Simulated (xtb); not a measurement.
C2HF3O2, triplet, geometry from GFN2-xTB (a higher spin typed on purpose: for a closed-shell molecule this is an excited state); xtb with GFN2-xTB.

The xtb input:
```
$ xtb mol.xyz --gfn 2 --uhf 2 --hess --json

# file mol.xyz
8

O      1.65790534    -0.88270612    -0.07220064
C      0.98936800     0.25369855    -0.36291891
O      1.22640711     1.42611907     0.05638304
C     -0.59071777    -0.06640763    -0.02476285
F     -0.78362860    -0.22649549     1.28232619
F     -1.35925859     0.90600159    -0.46203374
F     -0.91655170    -1.18974048    -0.63825805
H      2.06854888    -0.87893974     0.81432182
```

Output, abridged:

```
   ID    Z sym.   atoms
    1    8 O      1, 3
    2    6 C      2, 4
    3    9 F      5-7
    4    1 H      8

           -------------------------------------------------
          |                Calculation Setup                |
           -------------------------------------------------

           -------------------------------------------------
          |                 G F N 2 - x T B                 |
           -------------------------------------------------

          ...................................................
          :                      SETUP                      :
          :.................................................:
          :  # basis functions                  29          :
          :  # atomic orbitals                  29          :
          :  # shells                           15          :
          :  # electrons                        42          :
          :  max. iterations                   250          :
          :  Hamiltonian                  GFN2-xTB          :
          :  restarted?                      false          :
          :  GBSA solvation                  false          :
          :  PC potential                    false          :
          :  electronic temp.          300.0000000     K    :
          :  accuracy                    1.0000000          :
          :  -> integral cutoff          0.2500000E+02      :
          :  -> integral neglect         0.1000000E-07      :
          :  -> SCF convergence          0.1000000E-05 Eh   :
          :  -> wf. convergence          0.1000000E-03 e    :
          :  Broyden damping             0.4000000          :
          :  net charge                          0          :
          :  unpaired electrons                  2          :
          ...................................................

 iter      E             dE          RMSdq      gap      omega  full diag
   1    -26.9781208 -0.269781E+02  0.487E+00    8.50       0.0  T
   2    -27.0305727 -0.524518E-01  0.302E+00    7.49       1.0  T
   3    -27.0350186 -0.444593E-02  0.172E+00    7.82       1.0  T
   4    -27.0377498 -0.273126E-02  0.722E-01    7.64       1.0  T
   5    -27.0407190 -0.296912E-02  0.108E-01    7.68       1.0  T
   6    -27.0407436 -0.245793E-04  0.445E-02    7.70       1.0  T
   7    -27.0407455 -0.198590E-05  0.198E-02    7.70       1.8  T
   8    -27.0407465 -0.941043E-06  0.524E-03    7.70       6.7  T
   9    -27.0407466 -0.119843E-06  0.232E-03    7.70      15.3  T
  10    -27.0407466 -0.214745E-07  0.470E-04    7.70      75.2  T
  11    -27.0407466 -0.454616E-09  0.126E-04    7.70     281.7  T

   *** convergence criteria satisfied after 11 iterations ***

 transition dipole moment (au) for excitation:          21          22
     X       Y       Z
   0.3030   0.1770  -0.1572  total (au/Debye):    0.385   0.977
 dE (eV)             :    3.280
 oscillator strength :  0.16803E-01

         :::::::::::::::::::::::::::::::::::::::::::::::::::::
         ::                     SUMMARY                     ::
         :::::::::::::::::::::::::::::::::::::::::::::::::::::
         :: total energy             -26.948155756337 Eh    ::
         :: gradient norm              0.000030211793 Eh/a0 ::
         :: HOMO-LUMO gap              7.697874340582 eV    ::
         ::.................................................::
         :: SCC energy               -27.040745483721 Eh    ::
         :: -> isotropic ES            0.069231723029 Eh    ::
         :: -> anisotropic ES          0.005926071564 Eh    ::
         :: -> anisotropic XC         -0.022283992409 Eh    ::
         :: -> dispersion             -0.004025250226 Eh    ::
         :: repulsion energy           0.092589727383 Eh    ::
         :: add. restraining           0.000000000000 Eh    ::
         :: total charge              -0.000000000000 e     ::
         :::::::::::::::::::::::::::::::::::::::::::::::::::::

           -------------------------------------------------
          |                Numerical Hessian                |
           -------------------------------------------------
step length          :   0.00500
SCC accuracy         :   0.30000
Hessian scale factor :   1.00000
frozen atoms in %    :   0.00000    0
RMS gradient         :   0.00003
estimated CPU  time      0.01 min

writing file <hessian>.

 projected vibrational frequencies (cm⁻¹)
eigval :       -0.00    -0.00    -0.00    -0.00     0.00     0.00
eigval :       50.60   195.47   199.48   260.37   325.19   342.48
eigval :      440.63   490.10   511.77   548.39   629.87   959.23
eigval :     1029.32  1109.75  1160.34  1190.98  1488.58  3259.58
           -------------------------------------------------
          |                Property Printout                |
           -------------------------------------------------

    * Orbital Energies and Occupations

         #    Occupation            Energy/Eh            Energy/eV
      -------------------------------------------------------------
         1        2.0000           -0.9344431             -25.4275
       ...           ...                  ...                  ...
        10        2.0000           -0.6674034             -18.1610
        11        2.0000           -0.6257765             -17.0282
        12        2.0000           -0.6036211             -16.4254
        13        2.0000           -0.5980250             -16.2731
        14        2.0000           -0.5953022             -16.1990
        15        2.0000           -0.5864606             -15.9584
        16        2.0000           -0.5860863             -15.9482
        17        2.0000           -0.5852964             -15.9267
        18        2.0000           -0.5846818             -15.9100
        19        2.0000           -0.5357791             -14.5793
        20        2.0000           -0.5190175             -14.1232
        21        1.0000           -0.4686754             -12.7533
[...]
     5   9 F    1.166 --     4 C    0.988
     6   9 F    1.189 --     4 C    1.014
     7   9 F    1.185 --     4 C    1.003
     8   1 H    0.884 --     1 O    0.843
 ---------------------------------------------------------------------------

Topologies differ in total number of bonds
Writing topology from bond orders to xtbtopo.mol

molecular dipole:
                 x           y           z       tot (Debye)
 q only:        0.186      -0.599       0.281
   full:        0.261      -0.635       0.539       2.217
molecular quadrupole (traceless):
                xx          xy          yy          xz          yz          zz
 q only:        1.714      -3.007      -3.040       2.736      -1.658       1.326
  q+dip:        3.327      -2.631      -5.047       3.627      -2.152       1.720
   full:        3.396      -2.838      -5.098       3.811      -2.193       1.703

           -------------------------------------------------
          |               Frequency Printout                |
           -------------------------------------------------
Molecule has no symmetry elements
It seems to be the C1 point group
 projected vibrational frequencies (cm⁻¹)
eigval :       -0.00    -0.00    -0.00    -0.00     0.00     0.00
eigval :       50.60   195.47   199.48   260.37   325.19   342.48
eigval :      440.63   490.10   511.77   548.39   629.87   959.23
eigval :     1029.32  1109.75  1160.34  1190.98  1488.58  3259.58
 reduced masses (amu)
   1: 15.58   2: 17.47   3: 16.82   4: 17.25   5: 16.54   6: 17.01   7: 16.49   8: 15.29
   9: 17.11  10:  6.84  11: 15.21  12: 16.37  13: 15.84  14: 17.64  15: 15.16  16: 12.66
  17: 15.97  18: 15.42  19: 13.63  20: 14.00  21: 12.78  22:  5.61  23: 13.50  24:  1.85
 IR intensities (km·mol⁻¹)
   1:  0.60   2:  0.24   3:  0.21   4:  0.79   5:  0.49   6:  0.15   7:  3.35   8: 17.66
   9:  5.28  10:105.17  11: 26.92  12:  8.57  13: 17.57  14: 13.26  15:  9.02  16: 64.19
  17: 70.64  18:167.63  19:191.00  20:312.83  21:349.47  22:  9.59  23:138.24  24: 26.57
 Raman intensities (Ä⁴*amu⁻¹)
   1:  0.00   2:  0.00   3:  0.00   4:  0.00   5:  0.00   6:  0.00   7:  0.00   8:  0.00
   9:  0.00  10:  0.00  11:  0.00  12:  0.00  13:  0.00  14:  0.00  15:  0.00  16:  0.00
  17:  0.00  18:  0.00  19:  0.00  20:  0.00  21:  0.00  22:  0.00  23:  0.00  24:  0.00
 output can be read by thermo (or use thermo option).
 writing <g98.out> molden fake output.
 recommended (thermochemical) frequency scaling factor: 1.0
           -------------------------------------------------
          |             Thermodynamic Functions             |
           -------------------------------------------------

c1  symmetry found (for desy threshold:  0.10E+00) used in thermo

          ...................................................
          :                      SETUP                      :
          :.................................................:
          :  # frequencies                          18      :
          :  # imaginary freq.                       0      :
          :  linear?                             false      :
          :  only rotor calc.                    false      :
          :  symmetry                               c1      :
          :  rotational number                       1      :
          :  scaling factor                  1.0000000      :
          :  rotor cutoff                   50.0000000 cm⁻¹ :
          :  imag. cutoff                  -20.0000000 cm⁻¹ :
          :.................................................:

    mode    ω/cm⁻¹     T·S(HO)/kcal·mol⁻¹    T·S(FR)/kcal·mol⁻¹   T·S(vib)
   ------------------------------------------------------------------------
       1     50.60    -1.42922 ( 51.20%)    -1.05248 ( 48.80%)    -1.24537
       2    195.47    -0.64858 ( 99.57%)    -0.65253 (  0.43%)    -0.64859
       3    199.48    -0.63741 ( 99.61%)    -0.64651 (  0.39%)    -0.63744
       4    260.37    -0.49472 ( 99.86%)    -0.56763 (  0.14%)    -0.49482
   ------------------------------------------------------------------------

   temp. (K)  partition function   enthalpy   heat capacity  entropy
                                   cal/mol     cal/K/mol   cal/K/mol   J/K/mol
 298.15  VIB   42.5                 2755.103     17.690     16.079
         ROT  0.193E+06              888.752      2.981     27.168
         INT  0.822E+07             3643.856     20.670     43.247
         TR   0.118E+28             1481.254      4.968     40.091
         TOT                        5125.1094    25.6386    83.3378   348.6854

       T/K    H(0)-H(T)+PV         H(T)/Eh          T*S/Eh         G(T)/Eh
   ------------------------------------------------------------------------
    298.15    0.816738E-02    0.404994E-01    0.395965E-01    0.902953E-03
   ------------------------------------------------------------------------

         :::::::::::::::::::::::::::::::::::::::::::::::::::::
         ::                  THERMODYNAMIC                  ::
         :::::::::::::::::::::::::::::::::::::::::::::::::::::
         :: total free energy         -26.947252803644 Eh   ::
         ::.................................................::
         :: total energy              -26.948155756388 Eh   ::
         :: zero point energy           0.032332058684 Eh   ::
         :: G(RRHO) w/o ZPVE           -0.031429105941 Eh   ::
         :: G(RRHO) contrib.            0.000902952744 Eh   ::
         :::::::::::::::::::::::::::::::::::::::::::::::::::::

           -------------------------------------------------
          | TOTAL ENERGY              -26.948155756388 Eh   |
          | TOTAL ENTHALPY            -26.907656315920 Eh   |
          | TOTAL FREE ENERGY         -26.947252803644 Eh   |
          | GRADIENT NORM               0.000029092997 Eh/α |
          | HOMO-LUMO GAP               7.697862736014 eV   |
           -------------------------------------------------

normal termination of xtb
```
